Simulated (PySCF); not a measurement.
## Pb²⁺ (lead, charge +2): UHF calculation

Configuration: [Xe] 4f14 5d9 6s2 6p1, one real determinant (an excited configuration). All numbers are calculated (PySCF 2.14, the spin-free X2C one-electron Hamiltonian (Gaussian nucleus), in x2c-QZVPPall).

| Quantity | Value |
| --- | --- |
| Total energy | -20878.663360 hartree |
| One-electron energy | -28503.8861 hartree |
| Hartree (Coulomb) energy | 8013.6994 hartree |
| Exchange energy | -388.4766 hartree |
| ⟨S²⟩ | 2.0068 |
| ⟨L²⟩ | 8.025 |
| Sum of ⟨r⟩ | 43.23 bohr |
| Sum of ⟨r²⟩ | 50.52 bohr² |
| Traceless quadrupole moment −½Σ⟨3z² − r²⟩ along its main axis | -3.04 e·bohr² |
| Langevin diamagnetic susceptibility | -40.0 ×10⁻⁶ cm³/mol |

```
shell  electrons  mean orbital energy (eV)  spread (eV)  rms radius, mean of both spins (bohr)
 1s α          1                  -88518.4            0                                 0.0181
 1s β          1                  -88518.3            0                                 0.0181
 2s α          1                  -16008.5            0                                 0.0730
 2s β          1                  -16008.3            0                                 0.0730
 2p α          3                  -13803.1        0.258                                 0.0673
 2p β          3                  -13802.9        0.080                                 0.0673
 3s α          1                   -3933.4            0                                  0.186
 3s β          1                   -3933.3            0                                  0.186
 3p α          3                   -3288.2        0.430                                  0.189
 3p β          3                   -3288.1        0.191                                  0.189
 3d α          5                   -2595.2        0.404                                  0.173
 3d β          5                   -2595.0        0.487                                  0.173
 4s α          1                   -948.13            0                                  0.408
 4s β          1                   -947.80            0                                  0.408
 4p α          3                   -732.07        0.832                                  0.435
 4p β          3                   -731.72        0.258                                  0.435
 4d α          5                   -470.10        0.898                                  0.462
 4d β          5                   -469.66        0.959                                  0.462
 5s α          1                   -190.97            0                                  0.911
 5s β          1                   -188.92            0                                  0.911
 4f α          7                   -182.25        0.812                                  0.494
 4f β          7                   -181.97        0.280                                  0.494
 5p α          3                   -128.09        1.734                                   1.04
 5p β          3                   -125.37        1.921                                   1.04
 5d α          5                   -51.775        1.723                                   1.35
 5d β          4                   -50.441        0.639                                   1.35
 6s α          1                   -34.612            0                                   2.30
 6s β          1                   -31.863            0                                   2.30
 6p α          1                   -23.479            0                                   2.82
```

⟨L²⟩ = 8.03 against 12 for a pure F term, so this real determinant mixes terms. Spin-orbit coupling, absent here, splits the open shell strongly.

Densities and radii are taken from the X2C orbitals without a picture-change correction, which distorts them close to the nucleus.

Spin-orbit constants ζ (cm⁻¹) from the X2C one-electron operator on these orbitals: bare nucleus, nucleus screened by l(l+1)(2l+1)/3 electrons, and screened by the Breit-Pauli mean field of the electrons.

| shell | bare | screened nucleus | mean field |
| --- | --- | --- | --- |
| 2p | 10800000 | 10540000 | n/a |
| 3p | 2434000 | 2375000 | n/a |
| 3d | 375800 | 330000 | n/a |
| 4p | 591500 | 577100 | n/a |
| 4d | 81590 | 71640 | n/a |
| 4f | 17240 | 11350 | n/a |
| 5p | 105200 | 102600 | n/a |
| 5d | 9846 | 8646 | n/a |
| 6p | 11750 | 11470 | n/a |

To first order the Landé constant is A = -970.7 cm⁻¹, so the lowest level has J = 4 and lies 0.361 eV below the centre of the term. This holds in LS coupling only.
